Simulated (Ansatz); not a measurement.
Consider the redistribution: `[OH][GeH2][SnH3]` + `O[SiH2]O[SiH2]F` → `O[SiH2][O][GeH2][OH]` + `F[SiH2][SnH3]`.

Isolated molecules relaxed with PBE0-D4/def2-TZVP in Ansatz; ΔE leaves out vibrations. CCSD(T)/CBS is the MP2 limit (def2-TZVPP, def2-QZVPP) plus CCSD(T) − MP2 in def2-TZVPP, frozen cores. Functionals use def2-TZVPP. def2 core potentials past Kr. For Ge, Sn outer-core shells are correlated without core-valence functions, which leaves a few kJ/mol of doubt a bond. Scalar relativity is left out up to krypton. One conformer a species, not always the lowest.

`[OH][GeH2][SnH3]`:

Cartesian coordinates in Å:
```
O 1.284 0.419 1.775
Ge 0.664 0.932 0.176
Sn -0.824 -0.951 -0.850
H 0.584 0.301 2.420
H -0.128 2.250 0.339
H 1.940 1.190 -0.638
H -2.029 -1.401 0.276
H -1.598 -0.411 -2.274
H 0.108 -2.330 -1.223
```

`O[SiH2]O[SiH2]F`:

Z-matrix (Å, degrees):
```
Si
O 1 1.636
O 1 1.635 2 111.3
H 1 1.482 2 106.5 3 -121.1
H 1 1.478 2 109.7 3 116.4
Si 2 1.618 1 148.5 3 -105.6
H 3 0.958 1 118.5 2 -72.4
F 6 1.593 2 109.0 1 -99.2
H 6 1.477 2 109.1 1 143.7
H 6 1.480 2 110.7 1 18.6
```

`O[SiH2][O][GeH2][OH]`:

```xyz
11

O     0.952   -0.456   -2.401
Si    1.059    0.452   -1.039
O    -0.330    0.459   -0.183
Ge   -1.025   -0.583    1.071
O    -0.635    0.114    2.648
H     0.399   -0.131   -3.113
H     1.346    1.868   -1.382
H     2.154   -0.175   -0.263
H    -0.353   -1.958    1.064
H    -2.538   -0.568    0.815
H    -1.029    0.979    2.784
```

`F[SiH2][SnH3]`:

Z-matrix (Å, degrees):
```
Si
Sn 1 2.568
F 1 1.607 2 109.3
H 1 1.486 2 111.6 3 -118.9
H 1 1.486 2 111.6 3 118.9
H 2 1.706 1 110.9 3 60.1
H 2 1.708 1 109.5 3 179.7
H 2 1.706 1 110.9 3 -60.8
```

```json
{"level": "PBE0-D4", "ΔE (kcal/mol)": "21.9", "difference from CCSD(T)/CBS": "-1.1"}
{"level": "ωB97X-V", "ΔE (kcal/mol)": "21.4", "difference from CCSD(T)/CBS": "-1.6"}
{"level": "B2PLYP", "ΔE (kcal/mol)": "23.0", "difference from CCSD(T)/CBS": "0.0"}
{"level": "r2SCAN", "ΔE (kcal/mol)": "22.6", "difference from CCSD(T)/CBS": "-0.4"}
{"level": "PBE0", "ΔE (kcal/mol)": "22.0", "difference from CCSD(T)/CBS": "-1.0"}
{"level": "HF/def2-TZVPP", "ΔE (kcal/mol)": "23.7", "difference from CCSD(T)/CBS": "0.7"}
{"level": "CCSD/def2-TZVPP", "ΔE (kcal/mol)": "22.4", "difference from CCSD(T)/CBS": "-0.6"}
{"level": "CCSD(T)/def2-TZVPP", "ΔE (kcal/mol)": "21.9", "difference from CCSD(T)/CBS": "-1.1"}
{"level": "HF/CBS(def2)", "ΔE (kcal/mol)": "24.1", "difference from CCSD(T)/CBS": "1.1"}
{"level": "MP2/CBS(def2)", "ΔE (kcal/mol)": "23.8", "difference from CCSD(T)/CBS": "0.8"}
{"level": "CCSD(T)/CBS", "ΔE (kcal/mol)": "23.0", "difference from CCSD(T)/CBS": "0"}
```

Largest T1 diagnostic among the species: 0.013.

From PBE to PBE0 (25 % exact exchange), in def2-TZVPP and without D4, ΔE moves by +0.9 kcal/mol. In def2-TZVPP, CCSD(T) changes the Hartree–Fock value by −1.8 kcal/mol (the triples alone add −0.5 kcal/mol) and MP2 by −1.0 kcal/mol.
